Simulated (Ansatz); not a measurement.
`O[SiH](F)[Si](O)(O)O` → `O[SiH](O)O[SiH](O)F`  (isomerisation)

Isolated molecules relaxed with PBE0-D4/def2-TZVP in Ansatz; ΔE leaves out vibrations. CCSD(T)/CBS adds triple-zeta CCSD(T) − MP2 to the extrapolated MP2 energy (def2 sets, frozen cores). Functionals use def2-TZVPP. B3LYP here is the variant with VWN-RPA as its local correlation; programs differ in this. One conformer a species, not always the lowest.

`O[SiH](F)[Si](O)(O)O`:

```xyz
12

O     1.783    0.128   -1.390
Si    1.430   -0.243    0.173
F     1.752   -1.793    0.441
Si   -0.879    0.129    0.290
O    -1.504   -0.160   -1.201
O    -1.719   -0.824    1.321
O    -1.030    1.668    0.812
H     2.702    0.200   -1.656
H     2.322    0.503    1.099
H    -0.955    0.093   -1.947
H    -2.001   -1.677    0.986
H    -1.900    1.976    1.073
```

`O[SiH](O)O[SiH](O)F`:

```xyz
12

O    -0.526   -1.239    2.371
Si   -0.693   -0.041    1.289
O     0.279    1.198    1.725
O    -0.289   -0.526   -0.228
Si    0.644   -0.151   -1.492
O    -0.149   -0.289   -2.895
F     1.108    1.366   -1.260
H     0.348   -1.411    2.725
H    -2.122    0.306    1.275
H     0.612    1.771    1.031
H     1.851   -0.978   -1.582
H    -1.062   -0.006   -2.958
```

Question: Is it downhill or uphill in electronic energy at CCSD(T)/CBS, and by how much? (An estimate is asked.)

Answer: Ansatz gave: Downhill: ΔE = -39.2 kcal/mol.

Question: What do these levels give: B2PLYP, PBE0, B3LYP, HF/def2-TZVPP, HF/def2-QZVPP, MP2/def2-QZVPP? (An estimate is asked.)

Answer: Ansatz gave: B2PLYP -39.5, PBE0 -35.0, B3LYP -38.0, HF/def2-TZVPP -45.2, HF/def2-QZVPP -45.9, MP2/def2-QZVPP -40.9 kcal/mol.

Largest T1 diagnostic among the species: 0.012.

In def2-TZVPP, CCSD(T) changes the Hartree–Fock value by +5.7 kcal/mol (the triples alone add +0.8 kcal/mol) and MP2 by +4.4 kcal/mol. From PBE to PBE0 (25 % exact exchange), in def2-TZVPP and without D4, ΔE moves by −3.1 kcal/mol.
